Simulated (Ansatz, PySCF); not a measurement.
Sn(OH)3(SH) (H₄O₃SSn), SMILES [OH][Sn]([OH])([OH])[SH]. Atoms are numbered in the order given.

```xyz
9

O     -0.6350     1.3691    -1.4869
Sn    -0.2189     0.0298    -0.1069
O     -1.5345     0.4593     1.3006
O     -0.4696    -1.7446    -0.9266
S      2.0213    -0.0615     0.7258
H     -1.1676     2.0837    -1.1147
H     -1.3360     0.0092     2.1308
H     -1.1211    -1.7084    -1.6384
H      2.2087    -1.2325     0.0737
```
Charge 0, spin multiplicity 1.

Geometry: PBE0-D3(BJ)/def2-SVP. The def2 effective core potentials stand for the cores of Sn; spin–orbit coupling is left out. Other conformers were not sampled.

Two levels are set side by side: PBE-D3(BJ)/def2-SVP (Ansatz, an electronic-structure program) and PBE0-D3(BJ)/def2-SVP (Ansatz). Each level has its own optimised geometry; the coordinates shown are those of the second. Frequencies come from the Hessian of PySCF at each geometry. Differences are taken from unrounded values.

| quantity | PBE0-D3(BJ) | PBE-D3(BJ) | PBE-D3(BJ) minus PBE0-D3(BJ) |
|---|---|---|---|
| mean bond length (Å) | 1.569 | 1.591 | 0.022 |
| bond O1–Sn2 (Å) | 1.968 | 1.998 | 0.031 |
| bond Sn2–O3 (Å) | 1.974 | 2.006 | 0.032 |
| bond Sn2–O4 (Å) | 1.971 | 2.001 | 0.030 |
| bond Sn2–S5 (Å) | 2.392 | 2.424 | 0.032 |
| bond O1–H6 (Å) | 0.966 | 0.979 | 0.013 |
| bond O3–H7 (Å) | 0.965 | 0.978 | 0.013 |
| bond O4–H8 (Å) | 0.966 | 0.978 | 0.013 |
| bond S5–H9 (Å) | 1.353 | 1.365 | 0.012 |
| highest harmonic wavenumber (cm⁻¹) | 3888 | 3700 | -188 |
| mean harmonic wavenumber (cm⁻¹) | 1021 | 977 | -44 |
| zero-point energy (kcal/mol) | 30.65 | 29.33 | -1.32 |

Exact exchange shortens and stiffens bonds; PBE has none. Differences between two approximate levels are no errors against the true value.
